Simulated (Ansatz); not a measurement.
`Cl[BH][ZnH]` + NH₃ → `NBCl` + `[ZnH2]` at 600 K and 1 bar (cleavage of the B–Zn bond).

Computed with Ansatz on PBE0-D4/def2-TZVP structures; ΔE is electronic, products minus reactants. CCSD(T)/CBS adds triple-zeta CCSD(T) − MP2 to the extrapolated MP2 energy (def2 sets, frozen cores). This one scheme is used for every species. For Zn outer-core shells are correlated without core-valence functions, which leaves a few kJ/mol of doubt a bond. Scalar relativity is left out up to krypton. Each species was taken in one conformer, which may not be the lowest.

```tsv
species	CCSD(T)/CBS energy (Eh)	H − E (kJ/mol)	S (J/(mol·K))
`Cl[BH][ZnH]`	-2264.14522	88.3	351.9
NH₃	-56.50880	112.4	219.5
`NBCl`	-541.16722	143.2	318.2
`[ZnH2]`	-1779.54550	52.6	230.0
```

H − E and S are ideal-gas, rigid-rotor, harmonic terms from PBE0-D4/def2-TZVP, for one conformer and one mirror image of each species. 1 Eh = 2625.50 kJ/mol, R = 8.31446 J/(mol·K).

Question: By hand: ΔE, ΔH, ΔS and ΔG.

Answer: ΔE = (-541.16722) + (-1779.54550) − (-2264.14522) − (-56.50880) = -0.05870 Eh = -154.1 kJ/mol. Δ(H − E) = 143.2 + 52.6 − 88.3 − 112.4 = -4.9, so ΔH = -159.0 kJ/mol. ΔS = 318.2 + 230.0 − 351.9 − 219.5 = -23.2 J/(mol·K). ΔG = -159.0 − 600 × (-23.2)/1000 = -145.1 kJ/mol.

Question: By hand: the equilibrium constant, and the temperature at which ΔG would vanish if ΔH and ΔS stayed fixed.

Answer: log₁₀ K = −ΔG/(RT ln 10) = 12.6. ΔG = 0 at ΔH/ΔS = 6853 K, far beyond where these terms or the molecules hold.

ΔH outweighs TΔS. A doubt of 5 kJ/mol in ΔE shifts log₁₀ K by 0.4 here. Other conformers and mirror images would add mixing entropy, several J/(mol·K) or more a flexible species. These are equilibria of isolated gas molecules and say nothing of rates. Largest T1 diagnostic: 0.016 (customary marks: 0.02 for closed shells, 0.045 for open ones).
